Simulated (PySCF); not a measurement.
Species: C5H2NO2 (charge -1).
Bonds: N1–C2 (triple), C2–C3, C3–C4 (aromatic), C4–C5 (aromatic), C5–C6 (aromatic), C6–O7, C6–O8 (aromatic), C3–O8 (aromatic). Hydrogens: H9 on C4; H10 on C5.

Structure optimised with GFN2-xTB, isolated species.

(1) Give the optimised bond lengths and angles.

Results:

(1) 
| bond | length (Å) |
| --- | --- |
| N1≡C2 | 1.162 |
| C2–C3 | 1.374 |
| C3–C4 | 1.389 |
| C4–C5 | 1.383 |
| C5–C6 | 1.418 |
| C6–O7 | 1.232 |
| C6–O8 | 1.380 |
| C3–O8 | 1.386 |
| C4–H9 | 1.077 |
| C5–H10 | 1.074 |

A selection of angles:
| angle | degrees |
| --- | --- |
| N1–C2–C3 | 177.0 |
| C2–C3–C4 | 129.1 |
| C2–C3–O8 | 121.7 |
| C4–C3–O8 | 109.1 |
| C3–C4–C5 | 107.6 |
| C3–C4–H9 | 124.7 |
| C5–C4–H9 | 127.7 |
| C4–C5–C6 | 107.7 |
| C4–C5–H10 | 127.6 |
| C6–C5–H10 | 124.7 |
| C5–C6–O7 | 131.6 |
| C5–C6–O8 | 107.8 |
| O7–C6–O8 | 120.6 |
| C3–O8–C6 | 107.8 |

The 8 heavy atoms lie in one plane (0.000 Å rms). The 5-membered ring C3–C4–C5–C6–O8 has internal angles of 107.6° to 109.1°; it is planar, 0.00 Å rms from its mean plane, widest ring torsion 0°. C6 (aromatic carbon bearing oxygen) is planar (angles 131.6°, 120.6° and 107.8°, sum 360.0°, 0.00 Å off the plane of its three neighbours). C4 (aromatic CH carbon) is planar (angles 127.7°, 124.7° and 107.6°, sum 360.0°, 0.00 Å off the plane of its three neighbours). The C–C distances run from 1.374 Å (C2–C3, drawn single) to 1.418 Å (C5–C6, aromatic), a spread of 0.044 Å. C3 (substituted aromatic carbon) is planar (angles 129.1°, 121.7° and 109.1°, sum 360.0°, 0.00 Å off the plane of its three neighbours). The C–O distances run from 1.232 Å (C6–O7, drawn single) to 1.386 Å (C3–O8, aromatic), a spread of 0.154 Å.

Point group: Cs (every atom within 0.08 Å of its image). No GFN2-xTB frequencies stand behind this structure, so it isn't proved a minimum.

All values are computed, not measured.
